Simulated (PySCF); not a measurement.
C2H4NO, SMILES C(=O)(C)[NH], multiplicity 2.

Geometry optimised at ωB97X-D3(BJ)/def2-SVP. The isomer is the one that the SMILES or the coordinates give; other isomers of the formula were not compared. Other conformers were not sampled.

Method: TDA-PBE/def2-SVPD (PySCF).

Vertical excitations. The molecule is in vacuum.

Computed lowest excited states:
```
state    energy (eV)  λ (nm)      f                                                                    main pairs
-------  -----------  ------  -----  ----------------------------------------------------------------------------
root 1          0.81    1528  0.001                                                              β HOMO→LUMO 97 %
root 2          2.55     486  0.021                                                            β HOMO−1→LUMO 91 %
root 3          3.86     321  0.007                                                            β HOMO−2→LUMO 95 %
root 4          4.36     284  0.003                                                            β HOMO−3→LUMO 99 %
root 5          4.95     250  0.001                                          α HOMO→LUMO 37 %, β HOMO→LUMO+1 57 %
root 6          5.57     223  0.004                                          α HOMO→LUMO 18 %, β HOMO−4→LUMO 72 %
root 7          5.60     221  0.006  α HOMO−1→LUMO 43 %, α HOMO→LUMO 26 %, β HOMO−5→LUMO 14 %, β HOMO−4→LUMO 10 %
root 8          5.73     217  0.003                                          α HOMO→LUMO 11 %, β HOMO−5→LUMO 72 %
root 9          6.30     197  0.008                                                            β HOMO−6→LUMO 83 %
root 10         6.47     192  0.005                  α HOMO−2→LUMO 10 %, β HOMO−1→LUMO+1 69 %, β HOMO−6→LUMO 14 %
```
Unrestricted roots are not spin-pure.
